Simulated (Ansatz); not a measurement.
A run for Ansatz (a quantum-chemistry and plane-wave program): R-CCSD(T)/cc-pVTZ on BH3O (SMILES BO), a point of a bond scan (R = 0.963 Å).

Ansatz 0.2 input:
```yaml
crystal:
  periodic: [false, false, false]
  atoms:
    - {symbol: B, position_ang: [-0.44836328, -0.55342233, 0.06101432]}
    - {symbol: H, position_ang: [-0.33819344, -1.33752824, 0.95180133]}
    - {symbol: H, position_ang: [-1.30242775, -0.64193468, -0.77341615]}
    - {symbol: O, position_ang: [0.44517449, 0.45958125, 0.02792633]}
    - {symbol: H, position_ang: [0.32104168, 1.06992460, -0.70686739]}
basis:
  gaussian:
    orbitals: cc-pVTZ
    pivot_positions_ang: [[-0.44836328, -0.55342233, 0.06101432], [-0.33819344, -1.33752824, 0.95180133], [-1.30242775, -0.64193468, -0.77341615], [0.44517449, 0.45958125, 0.02792633], [0.32104168, 1.06992460, -0.70686739]]
magnetization: {spin_polarized: false}
correlation: {method: ccsd_t, electrons: outside_noble_gas}
scf: {lower_state_search: off}
output: {orbitals: {seedname: ./end}}
```

**Question.** What total energy does the run end on?

**Answer.** -101.7491 hartree (reference determinant -101.3685, T1 diagnostic 0.014).
